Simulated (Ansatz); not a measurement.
Stepwise reaction of `[CH3][Zr]([CH3])([OH])[OH]` with hydrogen fluoride, as a gas-phase model of exchange steps in deposition or etching. ΔE in kJ/mol; ΔG adds harmonic PBE0-D4 terms to CCSD(T)/CBS, at 1 bar.

Isolated molecules relaxed with PBE0-D4/def2-TZVP in Ansatz; ΔE leaves out vibrations. CCSD(T)/CBS adds triple-zeta CCSD(T) − MP2 to the extrapolated MP2 energy (def2 sets, frozen cores). This one scheme is used for every species. Functionals use def2-TZVPP. B3LYP here is the variant with VWN-RPA as its local correlation; programs differ in this. Elements past krypton have def2 core potentials. For Zr outer-core shells are correlated without core-valence functions, which leaves a few kJ/mol of doubt a bond. One conformer a species, not always the lowest.

| step | reaction | PBE-D4 | B3LYP-D4 | ωB97M-V | CCSD(T)/CBS | ΔG(600 K) |
| --- | --- | --- | --- | --- | --- | --- |
| 1 | `[CH3][Zr]([CH3])([OH])[OH]` + H–F → `[CH3][Zr]([OH])([OH])[F]` + CH₄ | -238.1 | -244.8 | -241.8 | -231.8 | -215.9 |
| 2 | `[CH3][Zr]([OH])([OH])[F]` + H–F → `[OH][Zr]([OH])([F])[F]` + CH₄ | -227.0 | -233.8 | -231.0 | -220.4 | -203.6 |

Question: By hand: ΔE of the 2 steps together at CCSD(T)/CBS.

Answer: (-231.8) + (-220.4) = -452.2 kJ/mol, or -226.1 kJ/mol a step.

In ΔE each step is higher than the one before. All are downhill at CCSD(T)/CBS. ΔG lies between -215.9 and -203.6 kJ/mol a step. PBE-D4 differs from CCSD(T)/CBS by -6.6 to -6.3 kJ/mol a step. Only this route is followed, and other bonds may react first. Isolated molecules leave out the surface, adducts and barriers. Largest T1 diagnostic: 0.017.
